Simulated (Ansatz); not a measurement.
Reactions of CH$_{7}$FOSi$_{2}$ (`C[SiH2]O[SiH2]F`).

Isolated molecules relaxed with PBE0-D4/def2-TZVP in Ansatz; ΔE leaves out vibrations. CCSD(T)/CBS is the MP2 limit (def2-TZVPP, def2-QZVPP) plus CCSD(T) − MP2 in def2-TZVPP, frozen cores. This one scheme is used for every species. DFT in def2-TZVPP. Elements past krypton have def2 core potentials. For Sb, Te outer-core shells are correlated without core-valence functions, which leaves a few kJ/mol of doubt a bond. Each species was taken in one conformer, which may not be the lowest.

```json
{"reaction": "`C[SiH2]O[SiH2]F` + `N[SiH]([SiH3])S` → `CS[SiH](N)[SiH3]` + `F[SiH2]O[SiH3]`", "PBE0-D4 (eV)": "0.62", "HF/CBS(def2) (eV)": "0.63", "r2SCAN-D4 (eV)": "0.66", "ωB97M-V (eV)": "0.64"}
{"reaction": "`C[SiH2]O[SiH2]F` + `[SH][SbH2]` → `C[SiH2][S][SbH2]` + `O[SiH2]F`", "PBE0-D4 (eV)": "0.37", "HF/CBS(def2) (eV)": "0.76", "r2SCAN-D4 (eV)": "0.45", "ωB97M-V (eV)": "0.48"}
{"reaction": "`C[SiH2]O[SiH2]F` + `N[SiH](O)O` → `C[SiH2]N[SiH](O)O` + `O[SiH2]F`", "PBE0-D4 (eV)": "0.51", "HF/CBS(def2) (eV)": "0.70", "r2SCAN-D4 (eV)": "0.55", "ωB97M-V (eV)": "0.54"}
{"reaction": "`C[SiH2]O[SiH2]F` + `CNC` → `C[SiH2]N(C)C` + `O[SiH2]F`", "PBE0-D4 (eV)": "0.63", "HF/CBS(def2) (eV)": "0.92", "r2SCAN-D4 (eV)": "0.67", "ωB97M-V (eV)": "0.66"}
{"reaction": "`C[SiH2]O[SiH2]F` + `C=C(O)F` → `C=C(F)O[SiH2]C` + `O[SiH2]F`", "PBE0-D4 (eV)": "0.18", "HF/CBS(def2) (eV)": "0.27", "r2SCAN-D4 (eV)": "0.17", "ωB97M-V (eV)": "0.17"}
{"reaction": "`C[SiH2]O[SiH2]F` + H₂Te → `F[SiH2][TeH]` + `C[SiH2]O`", "PBE0-D4 (eV)": "0.65", "HF/CBS(def2) (eV)": "1.03", "r2SCAN-D4 (eV)": "0.73", "ωB97M-V (eV)": "0.78"}
{"reaction": "`C[SiH2]O[SiH2]F` + `C=C` → `C=C[SiH2]O[SiH2]F` + CH₄", "PBE0-D4 (eV)": "-0.06", "HF/CBS(def2) (eV)": "-0.03", "r2SCAN-D4 (eV)": "-0.07", "ωB97M-V (eV)": "-0.04"}
{"reaction": "`C[SiH2]O[SiH2]F` + `CO[SiH2]S` → `CO[SiH2]S[SiH2]F` + `C[SiH2]O`", "PBE0-D4 (eV)": "0.52", "HF/CBS(def2) (eV)": "0.94", "r2SCAN-D4 (eV)": "0.59", "ωB97M-V (eV)": "0.62"}
{"reaction": "`C[SiH2]O[SiH2]F` + `F[SiH](F)S` → `F[SiH2]S[SiH](F)F` + `C[SiH2]O`", "PBE0-D4 (eV)": "0.56", "HF/CBS(def2) (eV)": "0.93", "r2SCAN-D4 (eV)": "0.62", "ωB97M-V (eV)": "0.66"}
{"reaction": "`C[SiH2]O[SiH2]F` + `O[SiH2][SiH3]` → `F[SiH2]O[SiH2][SiH3]` + `C[SiH2]O`", "PBE0-D4 (eV)": "0.03", "HF/CBS(def2) (eV)": "0.04", "r2SCAN-D4 (eV)": "0.03", "ωB97M-V (eV)": "0.03"}
```

Q: Give the CCSD(T)/CBS values in the same order. (An estimate is asked.)

A: Ansatz gave: 0.62, 0.45, 0.55, 0.67, 0.18, 0.75, -0.06, 0.64, 0.67, 0.02 eV.

Largest T1 diagnostic: 0.013, for `[SH][SbH2]`.
